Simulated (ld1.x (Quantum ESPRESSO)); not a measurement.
u(r) = r·R(r): atom against pseudo-atom (Si)

Columns: radius, all-electron u(r) and pseudo u(r) of the 2s shell (level -139.15 eV) of silicon in the configuration [He] 2s2 2p6 3s1.75 3p2.25; LDA (PZ), scalar-relativistic, TM scheme, ld1.x (Quantum ESPRESSO) 7.5.

| r (bohr) | all-electron | pseudo |
| --- | --- | --- |
| 0.042 | 0.6044 | -0.1765 |
| 0.085 | 0.5502 | -0.3541 |
| 0.128 | 0.2248 | -0.5254 |
| 0.170 | -0.1603 | -0.6838 |
| 0.212 | -0.5220 | -0.8304 |
| 0.255 | -0.8291 | -0.9654 |
| 0.298 | -1.0614 | -1.0821 |
| 0.340 | -1.2189 | -1.1757 |
| 0.382 | -1.3165 | -1.2468 |
| 0.425 | -1.3652 | -1.2942 |
| 0.467 | -1.3733 | -1.3149 |
| 0.510 | -1.3510 | -1.3103 |
| 0.552 | -1.3073 | -1.2828 |
| 0.595 | -1.2469 | -1.2347 |
| 0.638 | -1.1761 | -1.1714 |
| 0.680 | -1.1012 | -1.0998 |
| 0.722 | -1.0235 | -1.0233 |
| 0.765 | -0.9437 | -0.9437 |
| 0.807 | -0.8672 | -0.8672 |
| 0.850 | -0.7916 | -0.7916 |
| 0.892 | -0.7212 | -0.7212 |
| 0.935 | -0.6534 | -0.6534 |
| 0.977 | -0.5915 | -0.5915 |
| 1.020 | -0.5328 | -0.5328 |
| 1.062 | -0.4799 | -0.4799 |
| 1.105 | -0.4302 | -0.4302 |

(1) How many radial nodes do the two functions have?

(2) At about which radius was the pseudo-wave matched?

(3) Where does each function peak?

(4) Is the pseudo-wave norm-conserving?

## Answers

(1) The all-electron 2s function has n − l − 1 = 1; the pseudo-wave has 0, since the states of the same l below it are removed with the core.

(2) 0.80 bohr. The columns agree to 0.0005 from 0.72 bohr on; several derivatives are matched, so the curves merge somewhat inside the radius.

(3) Outermost all-electron maximum near 0.47 bohr, pseudo maximum near 0.47 bohr (to the table’s step).

(4) Yes: the TM scheme keeps the norm inside the radius equal to the all-electron one, which fixes the energy derivative of the logarithmic derivative at the level.
